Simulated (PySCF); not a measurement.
# Hafnium: a sound run and one with changed settings

Sound run: Hf⁺ [Xe] 4f14 5d1 6s2, Hf²⁺ [Xe] 4f14 5d2. Computed with PySCF 2.14 in aug-cc-pVDZ-PP with ECP60MDF, with a scalar-relativistic core potential. The sound run starts from symmetry-adapted Hartree-Fock orbitals and uses a fine grid where one is needed.

Changed run: initial guess atom, at most 50 SCF cycles.

```
species  method  sound run (hartree)  changed run (hartree)  converged
    Hf⁺     UHF                  n/a              -47.71168         no
    Hf⁺    MN15            -48.14542              -48.14542        yes
    Hf⁺     LDA            -48.04290              -48.04290        yes
   Hf²⁺     UHF            -47.24646              -47.23352        yes
   Hf²⁺    MN15            -47.59418              -47.59341        yes
   Hf²⁺     LDA            -47.49076              -47.49629        yes
```

The plain start fixes occupations by D2h representation alone, and Hf²⁺ at UHF, Hf²⁺ at MN15, Hf²⁺ at LDA landed in another state (other ⟨L²⟩ or ⟨S²⟩).
